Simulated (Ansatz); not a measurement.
`BSC` + `[SiH3]CS` → `B[SiH2]CS` + CH₃SH at 600 K and 1 bar (formal exchange of groups at a B–S bond).

Program: Ansatz. Geometries: PBE0-D4/def2-TZVP. ΔE: electronic, gas phase. CBS: MP2 limit from def2 TZ/QZ plus the TZ coupled-cluster correction, frozen cores. This one scheme is used for every species. Each species was taken in one conformer, which may not be the lowest.

| species | CCSD(T)/CBS energy (Eh) | H − E (kJ/mol) | S (J/(mol·K)) |
| --- | --- | --- | --- |
| `BSC` | -463.64092 | 199.3 | 349.7 |
| `[SiH3]CS` | -728.50660 | 211.5 | 382.4 |
| `B[SiH2]CS` | -753.86807 | 257.6 | 456.0 |
| CH₃SH | -438.22835 | 152.3 | 296.8 |

H − E and S are ideal-gas, rigid-rotor, harmonic terms from PBE0-D4/def2-TZVP, for one conformer and one mirror image of each species. 1 Eh = 2625.50 kJ/mol, R = 8.31446 J/(mol·K).

**Question.** By hand: ΔE, ΔH, ΔS and ΔG.

**Answer.** ΔE = (-753.86807) + (-438.22835) − (-463.64092) − (-728.50660) = 0.05110 Eh = 134.2 kJ/mol. Δ(H − E) = 257.6 + 152.3 − 199.3 − 211.5 = -0.9, so ΔH = 133.3 kJ/mol. ΔS = 456.0 + 296.8 − 349.7 − 382.4 = 20.7 J/(mol·K). ΔG = 133.3 − 600 × (20.7)/1000 = 120.9 kJ/mol.

**Question.** By hand: the equilibrium constant, and the temperature at which ΔG would vanish if ΔH and ΔS stayed fixed.

**Answer.** log₁₀ K = −ΔG/(RT ln 10) = -10.5. ΔG = 0 at ΔH/ΔS = 6440 K, far beyond where these terms or the molecules hold.

ΔH outweighs TΔS. A doubt of 5 kJ/mol in ΔE shifts log₁₀ K by 0.4 here. Other conformers and mirror images would add mixing entropy, several J/(mol·K) or more a flexible species. Modes under 60 cm⁻¹, often nearly free rotors, make the harmonic entropy too high. These are equilibria of isolated gas molecules and say nothing of rates. Largest T1 diagnostic: 0.014 (customary marks: 0.02 for closed shells, 0.045 for open ones).
